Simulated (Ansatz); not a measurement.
Born–Oppenheimer molecular dynamics of CH₈N₂Si (12 atoms, charge 0, multiplicity 1). It starts from a relaxed structure.

Theory: RKS revPBE/6-31G* (Ansatz 0.2.0).

```
ensemble             : NVT, Langevin thermostat
time step            : 0.5 fs
steps asked          : 150
set temperature      : 500 K
friction             : 0.001 /fs
temperature schedule : 37 steps to 500 K, then 113 steps to 1500 K
seed                 : 898013
```

First frame:

```xyz
12
Properties=species:S:1:pos:R:3
Si -0.047 -0.036 0.104
N -0.091 -0.230 1.845
H -0.993 -0.186 2.322
H 0.624 0.251 2.393
H 1.439 0.048 -0.175
C -0.864 1.501 -0.663
H -1.944 1.544 -0.436
H -0.397 2.425 -0.276
H -0.750 1.514 -1.764
N -0.923 -1.411 -0.538
H -0.584 -2.343 -0.293
H -1.212 -1.387 -1.518
```

Task: How far do the bonds stretch over the last three quarters of this one trajectory? (Pairs bonded in most of those frames.)

Result: 
| bond | mean (Å) | spread (Å) | shortest | longest |
| --- | --- | --- | --- | --- |
| Si1–N2 | 1.764 | 0.025 | 1.73 | 1.82 |
| Si1–H5 | 1.514 | 0.022 | 1.48 | 1.56 |
| Si1–C6 | 1.918 | 0.039 | 1.84 | 1.99 |
| Si1–N10 | 1.769 | 0.041 | 1.70 | 1.81 |
| N2–H3 | 1.028 | 0.028 | 0.98 | 1.08 |
| N2–H4 | 1.027 | 0.026 | 0.99 | 1.07 |
| C6–H7 | 1.109 | 0.028 | 1.06 | 1.16 |
| C6–H8 | 1.106 | 0.015 | 1.08 | 1.14 |
| C6–H9 | 1.109 | 0.019 | 1.08 | 1.14 |
| N10–H11 | 1.027 | 0.029 | 0.98 | 1.07 |
| N10–H12 | 1.025 | 0.017 | 0.99 | 1.05 |

Mean temperature of the second half: 262 K. The schedule's set-point averaged 1168 K over the second half and the system 262 K, so it lags behind the ramp. A run of 0.075 ps of so small a system gives no equilibrium averages.

The run took 7.3 min on 1 thread of Arm Neoverse V2 (shared host), peak memory 0.12 GiB.
